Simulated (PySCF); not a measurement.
# Hartree-Fock beside MP2: AlBH4O

All numbers below are calculated, not measured. The program is PySCF 2.14.0, an open-source quantum chemistry code, run on an isolated molecule that a program drew, which may never have been made. The molecule is AlBH4O (charge 0, singlet), drawn as the SMILES string `B[O][AlH2]`.

The geometry was optimised and harmonic frequencies were computed with HF and MP2, all in the cc-pV(D+d)Z basis, for the commonest isotopes, with a restricted reference for singlets and an unrestricted one otherwise, and a frozen core in MP2. Each result is a local minimum of its method.

Geometry at the HF minimum:
```xyz
7
AlBH4O, angstrom
B     1.1528    0.3419    3.0237
O     0.9450   -0.7228    2.2404
Al    0.6821   -2.0674    1.2544
H     1.1988    1.4458    2.5383
H     1.2932    0.1953    4.2132
H     1.9374   -2.7863    0.6438
H    -0.8017   -2.5177    1.0074
```

Lengths of the bonds as drawn, in Å (atoms numbered as above):
```
  bond     HF    MP2
 B1-O2  1.338  1.352
O2-Al3  1.688  1.714
 B1-H4  1.207  1.212
 B1-H5  1.207  1.212
Al3-H6  1.570  1.569
Al3-H7  1.570  1.569
```

Rotational constants, in GHz:
```
constant,HF,MP2
A,82.99,81.85
B,5.015,4.898
C,4.932,4.819
```

Harmonic frequencies in cm^-1, each column in rising order, so a row needn't be the same motion in every method:
| rank | HF | MP2 |
|---|---|---|
| 1 | 97 | 74 |
| 2 | 109 | 94 |
| 3 | 180 | 220 |
| 4 | 601 | ? |
| 5 | 669 | 639 |
| 6 | 685 | 649 |
| 7 | 848 | 811 |
| 8 | 1070 | 1023 |
| 9 | 1145 | 1089 |
| 10 | 1321 | 1268 |
| 11 | 1468 | 1418 |
| 12 | 2028 | 2009 |
| 13 | 2031 | 2019 |
| 14 | 2634 | 2589 |
| 15 | 2689 | 2664 |

**Estimate the missing MP2 frequency from the HF column.**

A single factor s that minimises the squared misfit of MP2 against s times HF over the other rows is sum(HF x MP2) / sum(HF^2) = 0.9810, with an rms misfit of 25 cm^-1. For rank 4 it gives 0.9810 x 601 = 590 cm^-1. The calculation gives 570 cm^-1, 20 cm^-1 below the estimate. The drawn bonds are on average 0.5 % longer in MP2 than in HF.
